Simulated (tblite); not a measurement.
C7H6OSi.
Bonds: C1–C2 (triple), C2–C3, C3–C4 (double), C4–C5, C5–C6 (double), C6–C7, C7–O8 (double), C6–Si9, C3–Si9. Hydrogens: H10 on C1; H11 on C4; H12 on C5; H13 on C7; H14, H15 on Si9.

Computed with GFN2-xTB (tblite), gas phase: L-BFGS steps from a force-field or distance-geometry start until the largest atomic force falls under 0.01 eV/Å.

Step 6: E = -644.8899 eV
```
atom  x, y, z in Å  |  force x, y, z in eV/Å
C1     -3.3147   -0.4047   -1.5309   -0.004   0.020   0.022
C2     -2.3099   -0.1826   -0.9050   -0.052   0.049   0.045
C3     -1.1116    0.0180   -0.2353    0.071  -0.002   0.046
C4     -0.9395    0.8136    0.8515    0.021   0.022  -0.017
C5      0.3941    0.8667    1.3808    0.015  -0.022   0.015
C6      1.3239    0.1144    0.7392   -0.028   0.004   0.006
C7      2.7134   -0.0016    1.0764   -0.055   0.096   0.061
O8      3.4910   -0.6909    0.4546    0.138  -0.089  -0.050
Si9     0.5473   -0.8061   -0.7109   -0.051  -0.019   0.009
H10    -4.2050   -0.5756   -2.0524   -0.098  -0.029  -0.073
H11    -1.7379    1.3861    1.3036    0.023  -0.019   0.000
H12     0.6222    1.4752    2.2468   -0.043   0.001  -0.026
H13     3.0516    0.5870    1.9510    0.021   0.039   0.069
H14     0.9972   -0.3415   -2.0156    0.025  -0.027  -0.064
H15     0.4737   -2.2498   -0.5181    0.018  -0.025  -0.043
```

Step 7: E = -644.8911 eV
```
atom  x, y, z in Å  |  force x, y, z in eV/Å
C1     -3.3153   -0.4039   -1.5302   -0.038   0.013   0.002
C2     -2.3132   -0.1789   -0.9005   -0.037   0.018   0.004
C3     -1.1105    0.0178   -0.2362   -0.010   0.006   0.041
C4     -0.9388    0.8123    0.8506    0.034   0.031  -0.010
C5      0.3939    0.8657    1.3794    0.007  -0.010   0.030
C6      1.3240    0.1142    0.7391    0.021  -0.009   0.008
C7      2.7133   -0.0003    1.0780    0.034   0.023  -0.002
O8      3.4918   -0.6909    0.4550    0.053  -0.004   0.029
Si9     0.5467   -0.8059   -0.7098   -0.023  -0.029  -0.041
H10    -4.2060   -0.5766   -2.0542   -0.043  -0.011  -0.031
H11    -1.7353    1.3850    1.3031   -0.009  -0.003   0.011
H12     0.6200    1.4740    2.2444   -0.027   0.026   0.012
H13     3.0530    0.5885    1.9534    0.003   0.017   0.035
H14     0.9972   -0.3438   -2.0158    0.022  -0.024  -0.054
H15     0.4745   -2.2492   -0.5205    0.014  -0.044  -0.034
```

Step 8: E = -644.8917 eV
```
atom  x, y, z in Å  |  force x, y, z in eV/Å
C1     -3.3163   -0.4034   -1.5300   -0.041   0.012   0.001
C2     -2.3151   -0.1770   -0.8987   -0.032   0.005  -0.011
C3     -1.1101    0.0178   -0.2356   -0.061  -0.011  -0.002
C4     -0.9378    0.8124    0.8500    0.008   0.046   0.017
C5      0.3939    0.8651    1.3793    0.030  -0.008   0.026
C6      1.3244    0.1140    0.7392    0.026  -0.012   0.001
C7      2.7141    0.0005    1.0784    0.055   0.001  -0.005
O8      3.4930   -0.6909    0.4558    0.024   0.027   0.053
Si9     0.5460   -0.8064   -0.7102   -0.001  -0.020  -0.047
H10    -4.2072   -0.5772   -2.0555   -0.006  -0.001  -0.005
H11    -1.7345    1.3846    1.3031   -0.007  -0.002   0.009
H12     0.6187    1.4741    2.2437   -0.017   0.032   0.025
H13     3.0536    0.5894    1.9550   -0.006   0.004   0.008
H14     0.9977   -0.3451   -2.0170    0.015  -0.026  -0.039
H15     0.4751   -2.2498   -0.5220    0.012  -0.045  -0.031
```

Step 9: E = -644.8926 eV
```
atom  x, y, z in Å  |  force x, y, z in eV/Å
C1     -3.3187   -0.4023   -1.5295   -0.047   0.010  -0.004
C2     -2.3187   -0.1743   -0.8962   -0.015  -0.011  -0.023
C3     -1.1109    0.0176   -0.2349   -0.090  -0.008  -0.026
C4     -0.9362    0.8134    0.8495   -0.010   0.016   0.014
C5      0.3949    0.8639    1.3798    0.021   0.012   0.018
C6      1.3253    0.1134    0.7394    0.049  -0.027  -0.018
C7      2.7161    0.0020    1.0792    0.049  -0.030  -0.009
O8      3.4958   -0.6905    0.4580   -0.001   0.060   0.075
Si9     0.5449   -0.8075   -0.7116    0.017  -0.001  -0.033
H10    -4.2093   -0.5781   -2.0576    0.035   0.012   0.026
H11    -1.7334    1.3839    1.3033   -0.008   0.010   0.013
H12     0.6163    1.4749    2.2432    0.001   0.028   0.033
H13     3.0544    0.5909    1.9576   -0.015  -0.008  -0.021
H14     0.9987   -0.3476   -2.0196    0.004  -0.029  -0.015
H15     0.4763   -2.2517   -0.5251    0.009  -0.034  -0.029
```

**Question.** Estimate the geometry and energy of step 10. (The exact step hangs on the optimiser's Hessian estimate; all steps are aligned on step 9, rigid shifts and turns removed.)

**Answer.** E = -644.8933 eV, largest force 0.089 eV/Å
```
atom  x, y, z in Å  |  force x, y, z in eV/Å
C1     -3.3215   -0.4012   -1.5290   -0.031   0.010   0.003
C2     -2.3222   -0.1721   -0.8947    0.002  -0.020  -0.025
C3     -1.1128    0.0175   -0.2342   -0.070  -0.013  -0.044
C4     -0.9349    0.8143    0.8489   -0.026  -0.001   0.025
C5      0.3960    0.8631    1.3805    0.028   0.002  -0.020
C6      1.3270    0.1125    0.7392    0.011  -0.006  -0.013
C7      2.7182    0.0032    1.0801    0.024  -0.038   0.002
O8      3.4989   -0.6896    0.4608    0.011   0.058   0.066
Si9     0.5441   -0.8085   -0.7133    0.016   0.012  -0.006
H10    -4.2107   -0.5787   -2.0591    0.035   0.017   0.031
H11    -1.7327    1.3836    1.3039    0.001   0.015   0.012
H12     0.6143    1.4762    2.2435    0.016   0.016   0.028
H13     3.0548    0.5921    1.9596   -0.020  -0.009  -0.032
H14     0.9997   -0.3504   -2.0224   -0.004  -0.030   0.001
H15     0.4775   -2.2540   -0.5283    0.007  -0.014  -0.028
```

The energy changes by -0.0007 eV. The first-order estimate −F·Δx gives -0.0010 eV and the mean of the old and new forces, exact on a quadratic surface, -0.0007 eV. The step makes an angle of 63° with the force vector and moves no atom by more than 0.004 Å.

The cost below is that of the whole relaxation. Time: 0.46 s. Hardware: Arm Neoverse N1, one thread, no GPU, shared host.
